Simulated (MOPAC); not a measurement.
Input file for MOPAC: PM3 on C2H5Al (SMILES C=[CH][AlH2]), a point of a bond scan (R = 1.906 Å).

```
PM3 1SCF PRECISE CHARGE=0 THREADS=1
C2H5Al

Al    -0.13640480 1     0.16293037 1     1.16257739 1
H     -0.81514489 1     1.59101670 1     1.21761631 1
H      0.17826312 1    -0.64444815 1     2.48571591 1
C      0.29151772 1    -0.55237827 1    -0.58963342 1
C      0.01802875 1     0.14494252 1    -1.69877918 1
H      1.11039662 1    -2.25599721 1    -0.83537806 1
H      0.24169125 1    -0.21989595 1    -2.69843926 1
H     -0.44827436 1     1.12572183 1    -1.65786457 1
```

The log:

```
*******************************************************************************
 **                                                                           **
 **                              MOPAC v23.2.5                                **
 **                                                                           **
 *******************************************************************************
 ** MOPAC's Digital Object Identifier: https://doi.org/10.5281/zenodo.6511958 **
 **                                                                           **
 ** Please cite the open-source release paper for use of this MOPAC version:  **
 ** J. E. Moussa and J. J. P. Stewart (2026)                                  **
 ** MOPAC: An open-source semiempirical molecular orbital program             **
 ** J. Open Source Softw., 11(119), 8025, https://doi.org/10.21105/joss.08025 **
 *******************************************************************************

                              PM3 CALCULATION RESULTS

 *******************************************************************************
 *  PM3        - The PM3 Hamiltonian to be used
 *
 *
 *
 *                 CHARGE ON SYSTEM = 0
 *
 *
 *
 *  PRECISE    - TIGHTER CRITERIA TO BE USED
 *  1SCF       - DO 1 SCF AND THEN STOP
 *  THREADS=1  - MULTI-THREADING NOT USED
 *  T=         - A TIME OF 172800.0 SECONDS REQUESTED
 *  DUMP=N     - RESTART FILE WRITTEN EVERY 7200.0 SECONDS REQUESTED
 *******************************************************************************
PM3 1SCF PRECISE CHARGE=0 THREADS=1
 C2H5Al

   ATOM   CHEMICAL          X               Y               Z
  NUMBER   SYMBOL      (ANGSTROMS)     (ANGSTROMS)     (ANGSTROMS)

     1      Al         -0.13640480  *   0.16293037  *   1.16257739  *
     2       H         -0.81514489  *   1.59101670  *   1.21761631  *
     3       H          0.17826312  *  -0.64444815  *   2.48571591  *
     4       C          0.29151772  *  -0.55237827  *  -0.58963342  *
     5       C          0.01802875  *   0.14494252  *  -1.69877918  *
     6       H          1.11039662  *  -2.25599721  *  -0.83537806  *
     7       H          0.24169125  *  -0.21989595  *  -2.69843926  *
     8       H         -0.44827436  *   1.12572183  *  -1.65786457  *



          CARTESIAN COORDINATES

    NO.       ATOM           X           Y           Z

     1        Al         -0.1364      0.1629      1.1626
     2         H         -0.8151      1.5910      1.2176
     3         H          0.1783     -0.6444      2.4857
     4         C          0.2915     -0.5524     -0.5896
     5         C          0.0180      0.1449     -1.6988
     6         H          1.1104     -2.2560     -0.8354
     7         H          0.2417     -0.2199     -2.6984
     8         H         -0.4483      1.1257     -1.6579

  H: (PM3): J. J. P. STEWART, J. COMP. CHEM. 10, 209 (1989).
  C: (PM3): J. J. P. STEWART, J. COMP. CHEM. 10, 209 (1989).
 Al: (PM3): J. J. P. STEWART, J. COMP. CHEM. 10, 209 (1989).

           Empirical Formula: C2 H5 Al  =     8 atoms



      MOLECULAR POINT GROUP   :   Cs


      RHF CALCULATION, NO. OF DOUBLY OCCUPIED LEVELS = 8


 -------------------------------------------------------------------------------
 PM3 1SCF PRECISE CHARGE=0 THREADS=1
 C2H5Al



     1SCF WAS SPECIFIED, SO BFGS WAS NOT USED
     SCF FIELD WAS ACHIEVED


                              PM3 CALCULATION
                                                       MOPAC v23.2.5 Linux




          FINAL HEAT OF FORMATION =        175.20423 KCAL/MOL =     733.05449 KJ/MOL


          COSMO AREA              =        115.54 SQUARE ANGSTROMS
          COSMO VOLUME            =        102.08 CUBIC ANGSTROMS

          IONIZATION POTENTIAL    =          9.365944 EV
          HOMO LUMO ENERGIES (EV) =         -9.366 -2.232
          NO. OF FILLED LEVELS    =          8
          MOLECULAR WEIGHT        =         56.0430         POINT GROUP:  Cs

          MOLECULAR DIMENSIONS (Angstroms)

            Atom       Atom       Distance
            H     7    H     3     5.20190
            H     6    H     2     4.43173
            H     2    C     4     0.00000


          SCF CALCULATIONS        =          1





   ATOM   CHEMICAL          X               Y               Z
  NUMBER   SYMBOL      (ANGSTROMS)     (ANGSTROMS)     (ANGSTROMS)

     1      Al         -0.13640480  *   0.16293037  *   1.16257739  *
     2       H         -0.81514489  *   1.59101670  *   1.21761631  *
     3       H          0.17826312  *  -0.64444815  *   2.48571591  *
     4       C          0.29151772  *  -0.55237827  *  -0.58963342  *
     5       C          0.01802875  *   0.14494252  *  -1.69877918  *
     6       H          1.11039662  *  -2.25599721  *  -0.83537806  *
     7       H          0.24169125  *  -0.21989595  *  -2.69843926  *
     8       H         -0.44827436  *   1.12572183  *  -1.65786457  *

                             CARTESIAN COORDINATES

   1   Al       -0.136404800     0.162930370     1.162577390
   2    H       -0.815144890     1.591016700     1.217616310
   3    H        0.178263120    -0.644448150     2.485715910
   4    C        0.291517720    -0.552378270    -0.589633420
   5    C        0.018028750     0.144942520    -1.698779180
   6    H        1.110396620    -2.255997210    -0.835378060
   7    H        0.241691250    -0.219895950    -2.698439260
   8    H       -0.448274360     1.125721830    -1.657864570


           Empirical Formula: C2 H5 Al  =     8 atoms



      MOLECULAR POINT GROUP   :   Cs


                  EIGENVALUES
 -31.29466 -18.74647 -15.16288 -13.43415 -11.99388 -11.13744 -10.53152  -9.36594
  -2.23219   0.21746   0.87212   1.24855   1.33983   2.72609   3.79759   4.84583
   5.59375


              NET ATOMIC CHARGES AND DIPOLE CONTRIBUTIONS

  ATOM NO.   TYPE          CHARGE      No. of ELECS.   s-Pop       p-Pop
    1         Al           0.565228        2.4348     0.58742     1.84736
    2          H          -0.167601        1.1676     1.16760
    3          H          -0.155713        1.1557     1.15571
    4          C          -0.309836        4.3098     1.39366     2.91617
    5          C          -0.109876        4.1099     1.19413     2.91574
    6          H           0.016514        0.9835     0.98349
    7          H           0.079051        0.9209     0.92095
    8          H           0.082233        0.9178     0.91777
 DIPOLE           X         Y         Z       TOTAL
 POINT-CHG.    -0.288     0.571     0.345     0.727
 HYBRID         0.113    -0.129    -1.027     1.041
 SUM           -0.175     0.443    -0.681     0.831


          ATOMIC ORBITAL ELECTRON POPULATIONS

     Atom    s        px        py        pz
    1 Al   0.58742   0.25900   0.76515   0.82321
    2  H   1.16760
    3  H   1.15571
    4  C   1.39366   0.94041   0.91588   1.05989
    5  C   1.19413   0.94816   0.97996   0.98762
    6  H   0.98349
    7  H   0.92095
    8  H   0.91777

 **********************
 *                    *
 * JOB ENDED NORMALLY *
 *                    *
 **********************




 == MOPAC DONE ==
```

The run finished.

Cost: about 0.020 core-seconds (a rough figure).
